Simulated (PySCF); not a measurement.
NMR data simulated for an unnamed compound:

$^{1}$H NMR (500 MHz, computed): δ 7.44 (m, 2H), 7.42 (m, 2H), 2.70 (q, 4H), 1.20 (t, 6H).

$^{13}$C{$^{1}$H} NMR (computed): δ 147.2 (C), 135.1 (CH), 132.0 (CH), 31.0 (CH2), 20.6 (CH3).

Level of theory: GFN2-xTB structure, PBE0/pcSseg-1 with gauge-including orbitals, in PySCF (no solvent, a single conformation, rapidly exchanging positions averaged, non-relativistic Hamiltonian).

Shifts are taken against calculated references (same method and geometry level): $^{1}$H (σ = 31.72 ppm), $^{13}$C (σ = 186.93 ppm) vs TMS.

Which of these does the molecule contain: a CH3CH2 unit, an S-methyl group, a benzene ring, a heteroaromatic ring, an N-methyl group?

## Answers


- A CH3CH2 unit: yes (δC 20.6, 31.0; δH 1.20 (t), 2.70 (q)).
- An S-methyl group: no.
- A benzene ring: yes.
- A heteroaromatic ring: no.
- An N-methyl group: no.

The data belong to SMILES CCc1ccccc1CC, C$_{10}$H$_{14}$; they needn't prove each group on their own.

Carbon signals by region: 3 in the sp2 and nitrile region (100–160 ppm), 2 below 50 ppm.

Shifts are as computed. Against solution values, carbons near 30 ppm lie about +3 ppm off and those near 130 ppm about +5 ppm. Of 1211 compounds with measured shifts, 218 miss one by over three times the rms of a fit or turn the order of signals round; such compounds aren't used in these exercises. No couplings were computed; multiplicities are counted from neighbouring protons, with m where these are inequivalent, close in shift, in a saturated or five-membered ring or joined by F or P, and br s for small geminal =CH2 splittings.
